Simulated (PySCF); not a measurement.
Cl3OTa, SMILES [O]=[Ta]([Cl])([Cl])[Cl] (connectivity only; charge and spin as stated), charge +1, multiplicity 2.

The structure is a stationary point at B3LYP-D3(BJ)/def2-SVP. The spin state was assumed, not searched. The isomer is the one that the SMILES or the coordinates give; other isomers of the formula were not compared. The def2 effective core potentials stand for the cores of Ta; spin–orbit coupling is left out.

Level of theory: PBE/def2-TZVP (PySCF).

| Property | Result |
|---|---|
| total energy | -1512.20576 hartree |
| point group | Cs |
| α spin, highest occupied and lowest empty level | -13.94 and -9.30 eV |
| β spin, highest occupied and lowest empty level | -13.68 and -13.46 eV |
| dipole moment about the centre of nuclear charge | 1.65 D |
| mean static polarisability | 102.6 bohr³ (15.20 Å³) |
| polarisability, principal values | 72.6, 104.9, 130.3 bohr³ |
| ⟨S²⟩ | 0.760 (pure state 0.75) |
